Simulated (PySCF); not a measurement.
# How methods differ on the ionisation energy of Sn²⁺

Sn²⁺ [Kr] 4d10 5s2 (1S) → Sn³⁺ [Kr] 4d10 5s1 (2S), as a difference of total energies. Computed with PySCF 2.14 in aug-cc-pVDZ-PP with ECP28MDF, with a scalar-relativistic core potential. Correlated levels: valence: 4s2 4p6 4d10 frozen. The calculations carry no spin-orbit coupling.

```csv
method,ionisation energy (eV)
UHF,28.553
MP2 (valence),29.152
SCS-MP2 (valence),29.271
CCSD (valence),29.442
```

Task: How much does correlation contribute at MP2 (valence)?

Result: 29.152 − (28.553) = 0.599 eV, measured against UHF.

Errors of the correlated levels include the incompleteness of this basis and the frozen core.

With two correlated electrons CCSD is exact in that space.

For comparison: 30.506 eV (measured; NIST Atomic Spectra Database, ionization energies).
